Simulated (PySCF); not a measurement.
## Two-component Hartree-Fock for Mg²⁺ (magnesium, charge +2)

Start: [Ne]. Calculated with PySCF 2.14 in an even-tempered Gaussian basis (20 s from 0.12 bohr⁻², ratio 2.4; 13 p from 0.16 bohr⁻², ratio 2.4; 6 d from 2.8 bohr⁻², ratio 2.6; 5 f from 4.2 bohr⁻², ratio 2.6): generalised Hartree-Fock with the X2C-1e Hamiltonian and a Gaussian nucleus; one run each with spin-orbit coupling (SO) switched off, then screened by Boettger's factors.

```
spinor shell  electrons  ε, spin-free (eV)  ε, screened SO (eV)  weight of nominal j (screened SO)  rms radius, screened SO (bohr)
       1s1/2          2            -1356.6              -1356.6                              1.000                           0.151
       2s1/2          2            -122.34              -122.34                              1.000                           0.754
       2p1/2          2            -81.785              -82.000                              1.000                           0.765
       2p3/2          4            -81.785              -81.677                              1.000                           0.768
```

| quantity | spin-free | screened SO |
| --- | --- | --- |
| E (hartree) | -199.13671 | -199.13680 |
| M_J | 0 | 0 |
| ⟨J²⟩ | 0.000 | 0.000 |
| ⟨L²⟩ | 0.000 | 0.000 |
| ⟨S²⟩ | 0.000 | 0.000 |

Without spin-orbit coupling the j labels of p, d and f shells carry no meaning; the spin-free column gives the mean over the occupied spinors of each nl shell.
